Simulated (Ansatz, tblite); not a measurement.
Cost and result up the ladder for terrylene, `c1cc2cccc3c4ccc5c6cccc7cccc(c8ccc(c(c1)c23)c4c85)c76` (46 atoms). The state is a singlet with charge 0. Geometry: r2SCAN-D4/def2-SVP.

```xyz
46

C     3.6291   -1.8865    3.8277
C     4.7486   -1.5651    3.0848
C     4.6109   -0.9621    1.8086
C     5.7494   -0.6258    1.0329
C     5.5978   -0.0388   -0.2085
C     4.3159    0.2311   -0.7155
C     3.1572   -0.0790    0.0054
C     1.8154    0.1990   -0.5159
C     1.6195    0.7923   -1.7665
C     0.3479    1.0572   -2.2654
C    -0.8095    0.7460   -1.5459
C    -2.1473    1.0266   -2.0759
C    -2.3436    1.6181   -3.3289
C    -3.6291    1.8843   -3.8287
C    -4.7486    1.5641   -3.0853
C    -4.6109    0.9621   -1.8087
C    -5.7494    0.6263   -1.0327
C    -5.5978    0.0396    0.2088
C    -4.3159   -0.2303    0.7158
C    -3.1572    0.0796   -0.0051
C    -1.8154   -0.1983    0.5162
C    -1.6195   -0.7908    1.7671
C    -0.3479   -1.0561    2.2660
C     0.8095   -0.7457    1.5460
C     2.1473   -1.0271    2.0756
C     2.3436   -1.6201    3.3280
C     3.2967   -0.6876    1.2933
C     0.6590   -0.1373    0.2587
C    -0.6590    0.1375   -0.2585
C    -3.2967    0.6877   -1.2932
H     3.7357   -2.3514    4.8120
H     5.7537   -1.7690    3.4659
H     6.7439   -0.8398    1.4358
H     6.4761    0.2206   -0.8064
H     4.2402    0.6954   -1.6999
H     2.4764    1.0631   -2.3850
H     0.2732    1.5221   -3.2495
H    -1.4862    1.8861   -3.9479
H    -3.7356    2.3484   -4.8134
H    -5.7537    1.7681   -3.4664
H    -6.7439    0.8403   -1.4356
H    -6.4761   -0.2194    0.8069
H    -4.2403   -0.6947    1.7002
H    -2.4763   -1.0608    2.3860
H    -0.2732   -1.5204    3.2503
H     1.4861   -1.8896    3.9464
```

Ansatz on 2 threads of AMD EPYC 7R13 on a shared host and a share (18 GiB) of an NVIDIA H100 80GB HBM3; xTB runs through tblite on one thread. Times are rough, summed over both states, and most runs start from the orbitals of an earlier one. PBE0-D4/def2-TZVP serves as the yardstick here, not as an exact answer. The other state is a triplet.

The xTB rows come from tblite. Single mean-field runs in def2-TZVP are fitted with def2-universal-jkfit.

xTB has no spin-polarisation term.

| level | functions | wall time | vertical triplet (eV) | difference from PBE0-D4/def2-TZVP (eV) |
| --- | --- | --- | --- | --- |
| GFN2-xTB | 136 | 0.14 s | 1.29 | 0.18 |
| GFN1-xTB | 152 | 0.26 s | 1.29 | 0.17 |
| PBE-D4/def2-TZVP | 1026 | 22 s | 1.07 | -0.05 |
| PBE0-D4/def2-TZVP (with forces) | 1026 | 40 s | 1.12 | 0.00 |
